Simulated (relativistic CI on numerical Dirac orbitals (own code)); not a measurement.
Radial Dirac CI calculation of Zn⁸⁺.

Command:

```sh
python run_levels.py task.json out
```

Input:

```
atom Zn  Z=30  charge=8  electrons=22
nucleus A=64  rms_radius_fm=3.9283
hamiltonian dirac-coulomb  breit=on  qed=on  c_scale=1
orbitals kli  potential=per-configuration
slater_scale 1
correlation none
mixing on
grid step=0.0125 r_max=16.6
scf mixing=0.4 start=green max_iterations=30 tolerance=2e-08 node_fill=0.05
configurations
  [Ar] 3d4
  [Ne] 3s2 3p5 3d5
  [Ar] 3d3 4s
end
```

Output:

```
SCF 1: [Ar] 3d4
 iter      energy (Ha)   residual   last orbital (Ha)
    1     -1749.794793   2.92e+00    -14.23228
    2     -1766.857825   1.42e+00    -10.23947
    3     -1771.732758   9.87e-02     -7.34873
    4     -1771.784123   6.35e-02     -7.57643
    5     -1771.791450   9.04e-03     -7.46129
    6     -1771.791554   7.10e-04     -7.43891
    7     -1771.791544   1.52e-04     -7.43621
    8     -1771.791549   3.81e-06     -7.43662
    9     -1771.791549   1.13e-06     -7.43663
   10     -1771.791549   6.96e-09     -7.43662
SCF 2: [Ne] 3s2 3p5 3d5
 iter      energy (Ha)   residual   last orbital (Ha)
    1     -1746.025458   2.95e+00    -14.23228
    2     -1763.801469   1.42e+00    -10.17924
    3     -1768.746200   1.05e-01     -7.29470
    4     -1768.807977   6.49e-02     -7.53343
    5     -1768.815523   1.02e-02     -7.41671
    6     -1768.815688   3.63e-04     -7.39083
    7     -1768.815686   2.13e-04     -7.38900
    8     -1768.815693   4.93e-06     -7.38954
    9     -1768.815693   1.33e-06     -7.38955
   10     -1768.815693   5.52e-09     -7.38955
SCF 3: [Ar] 3d3 4s
 iter      energy (Ha)   residual   last orbital (Ha)
    1     -1750.166059   2.83e+00     -6.63389
    2     -1764.703290   1.39e+00     -5.58052
    3     -1769.077529   8.06e-02     -4.75140
    4     -1769.104894   5.30e-02     -4.75840
    5     -1769.111058   8.94e-03     -4.70596
    6     -1769.111192   3.60e-04     -4.70005
    7     -1769.111193   1.65e-04     -4.69917
    8     -1769.111196   7.76e-06     -4.69924
    9     -1769.111196   2.55e-06     -4.69924
   10     -1769.111196   6.32e-08     -4.69923
   11     -1769.111196   9.42e-09     -4.69923
orbital energies (Ha): 2s -50.5942  2p1/2 -45.5128  2p3/2 -44.6368  3s -12.0063  3p1/2 -10.3502  3p3/2 -10.2166  3d3/2 -7.4580  3d5/2 -7.4366
configuration averages (Ha): Dirac-Coulomb, Breit, QED
  3p6 3d4                      -1771.791549    0.761456    0.512352
  3p5 3d5                      -1768.815693    0.756371    0.512302
  3p6 3d3 4s                   -1769.111196    0.762630    0.513581
levels: no., configuration, term, J, E (cm-1), weight
   1 3p6 3d4                5D   0                0.0  0.99
   2 3p6 3d4                5D   1              482.8  0.99
   3 3p6 3d4                5D   2             1368.6  1.00
   4 3p6 3d4                5D   3             2562.8  1.00
   5 3p6 3d4                5D   4             3985.1  0.99
   6 3p6 3d4                3H   4            39521.5  0.95
   7 3p6 3d4                3H   5            40520.3  0.97
   8 3p6 3d4                3P   0            40752.5  0.97
   9 3p6 3d4                3H   6            41440.2  0.99
  10 3p6 3d4                3P   1            43617.0  0.99
  11 3p6 3d4                3F   3            45971.2  0.81
  12 3p6 3d4                3F   2            46077.1  0.99
  13 3p6 3d4                3F   4            46405.0  0.83
  14 3p6 3d4                3P   2            48012.8  0.98
lowest total energy -1770.798393 Ha
end: converged
```

Against the reference input this run has: iteration limit 30. The reference run ends at -1770.798393 Ha with Breit and QED terms. The change (iteration limit 30) leaves the energy and the levels as they were.
